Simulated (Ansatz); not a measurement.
Cost and result up the ladder for the cluster Li₃PS₄ (the lowest singlet isomer of a short search) (8 atoms). The state is a singlet with charge 0. Geometry: r2SCAN-D4/def2-SVP.

```xyz
8

Li   -0.564   -1.731    1.236
Li    1.500    1.597    0.199
Li   -1.436    0.914    0.076
P     0.247   -0.624   -1.508
S     0.071    1.476   -1.657
S    -1.634   -1.273   -0.800
S     0.314    0.400    1.910
S     1.502   -0.762    0.545
```

Ansatz on 4 threads of Arm Neoverse N1 on a shared host. Times are rough, and most runs start from the orbitals of an earlier one. PBE0-D4/def2-TZVPD serves as the yardstick here, not as an exact answer. Differences are given only for rows in sets of like size (and for xTB, whose basis is part of the method), since another set adds its own error. Binding counts from free atoms at the same level (Li doublet, P quartet, S triplet; other spins of the atoms weren't run), without zero-point energy or a counterpoise term.

LC-ωPBE has ω = 0.4 bohr⁻¹. Correlated methods freeze 25 core orbitals; core or outer-core shells of Li are correlated, in sets that lack core-valence functions. Another isomer (singlet) lies 0.18 eV lower at PBE0-D4/def2-TZVP; other spin states weren't run for this one.

Correlated methods converge slowly with the basis.

```csv
level,functions,binding energy per atom (eV),difference from PBE0-D4/def2-TZVPD (eV)
CCSD(T)/def2-TZVP,227,2.84,-0.23
RPA@PBE/def2-TZVP,227,2.66,-0.42
LC-ωPBE/def2-TZVP,227,2.92,-0.16
PBE-D4/def2-TZVPD,278,3.18,0.11
HF/STO-3G,60,2.53,–
PBE0-D4/def2-TZVP,227,3.07,-0.01
PBE-D4/def2-SVP,117,3.19,–
B97M-V/def2-TZVP,227,3.14,0.07
PBE-D4/def2-TZVP (with forces),227,3.18,0.10
LDA (SPW92)/def2-TZVPD,278,3.63,0.55
PBE0-D4/def2-TZVPD,278,3.08,0.00
LDA (SPW92)/def2-TZVP,227,3.62,0.54
r2SCAN-D4/def2-TZVP,227,3.10,0.02
PBE0-D4/def2-SVP,117,3.07,–
```

Q: Estimate how long each takes.

A: HF/STO-3G 0.45 s; PBE-D4/def2-SVP 2.7 s; LDA (SPW92)/def2-TZVP 2.9 s; PBE0-D4/def2-SVP 3.8 s; LDA (SPW92)/def2-TZVPD 4.7 s; PBE-D4/def2-TZVP (with forces) 6.5 s; LC-ωPBE/def2-TZVP 8 s; PBE-D4/def2-TZVPD 8.5 s; PBE0-D4/def2-TZVP 11 s; RPA@PBE/def2-TZVP 11 s; r2SCAN-D4/def2-TZVP 14 s; PBE0-D4/def2-TZVPD 16 s; B97M-V/def2-TZVP 25 s; CCSD(T)/def2-TZVP 3.7 min. On shared hardware such times vary by a factor of up to 3.
